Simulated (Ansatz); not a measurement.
Mulliken charges of `OB1CC1Br` from PBE/def2-TZVPP in Ansatz (PBE0-D4/def2-TZVP geometry).

```tsv
atom	x (Å)	y (Å)	z (Å)	charge (e)
O1	0.999	1.793	0.174	-0.191
B2	0.450	0.577	0.161	0.090
C3	0.618	-0.910	-0.106	-0.222
C4	-0.792	-0.307	0.166	-0.095
Br5	-2.043	-0.187	-1.291	-0.121
H6	0.359	2.500	0.300	0.220
H7	0.838	-1.230	-1.122	0.102
H8	0.951	-1.625	0.640	0.098
H9	-1.291	-0.658	1.061	0.119
```

Task: By hand: the dipole of these point charges (1 e Å = 4.8032 D).

Result: Σ q r = (0.139, 0.150, 0.286) e Å, of length 0.352 e Å = 1.69 D.

Task: How does the dipole of the full density compare? (Best estimate.)

Result: The calculation gave: (0.088, 0.161, 0.312) e Å, 1.74 D; the point charges give 0.97 times that, at 9° from its direction.

Point charges leave out the atoms' own dipoles, such as those of lone pairs, and Mulliken's split depends on the basis, so the close match here is no proof of good charges.
